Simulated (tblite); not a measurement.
Cl$_{2}$, triplet, geometry from GFN2-xTB (a higher spin typed on purpose: for a closed-shell molecule this is an excited state); GFN1-xTB (tblite).

Here is a job for tblite.
```
$ tblite run mol.xyz --method gfn1 --charge 0 --spin 2 --etemp 2000 --json tblite.json --no-restart

# file mol.xyz
2

Cl    -0.00000000    -0.00000000    -1.22009331
Cl     0.00000000     0.00000000     1.22009331
```

Output, abridged:

```
xTB calculator
 | screened Coulomb repulsion
 | Coulomb electrostatics
 |  * isotropic Klopman-Ohno-Mataga-Nishimoto electrostatics
 |  * onsite third-order electrostatics
 | DFT-D3(BJ) dispersion correction

halogen bonding energy    0.0000000000000E+00 Eh
repulsion energy          5.7349822433478E-05 Eh
dispersion energy        -3.5724577972549E-04 Eh
number of electrons       1.4000000000000E+01 e
integral cutoff           1.8692496428791E+01 bohr

------------------------------------------------------------
  cycle        total energy    energy error   density error
------------------------------------------------------------
      1     -8.382667730339  -8.3823678E+00   1.4736505E-02
      2     -8.382667849457  -1.1911799E-07   8.7888851E-03
      3     -8.382667914862  -6.5405398E-08   1.4716193E-05
------------------------------------------------------------

electronic energy        -8.3823680189050E+00 Eh
total energy             -8.3826679148623E+00 Eh

Post processing:
 | Mayer-Wiberg bond orders

[Info] JSON dump of results written to 'tblite.json'
```
